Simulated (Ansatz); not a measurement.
Base molecule (SMILES): S (H2S). Each molecule is optimised on its own at B3LYP-D3(BJ)/def2-TZVP (Ansatz, a first-principles code). Correlated levels leave the core frozen unless marked. Open shells are spin-unrestricted. Spin-orbit coupling is left out. Frozen are the shells of the preceding noble gas and the d and f shells that filled before the atom's block. Past Kr the def2 sets carry scalar-relativistic core potentials. CBS(X,Y): correlation extrapolated as X^-3; Hartree-Fock from the larger set. The bracket is a focal-point correction in the basis named. Vertical energies are electronic, to the SCF solution reached for that spin.

Levels, all with Ansatz: PBE/def2-TZVPD, and a column headed coupled cluster (CCSD(T) or an MP2 limit with a CCSD(T) correction), which has limits of its own: vertical ionisation energy to the doublet at RI-MP2/CBS(def2-TZVPPD,def2-QZVPPD)+[CCSD(T)-MP2]/def2-TZVPPD.

```
property of the base                            coupled cluster    PBE
----------------------------------------------  ---------------  -----
vertical ionisation energy to the doublet (eV)            10.49  10.38
```

After one change the coupled-cluster values shift by: vertical ionisation energy to the doublet -1.41 eV.

Q: Which change was made?
A) H on S replaced by CH3, giving CS (CH4S)
B) S replaced by Te, giving [TeH2] (H2Te)
C) S replaced by Se, giving [SeH2] (H2Se)
D) S replaced by O, giving O (H2O)

A: B, S replaced by Te, giving [TeH2] (H2Te). Its values: vertical ionisation energy to the doublet 9.08 eV (-1.41; PBE -1.42). The others shift them by: S replaced by Se: -0.60 | H on S replaced by CH3: -0.94 | S replaced by O: +2.27.
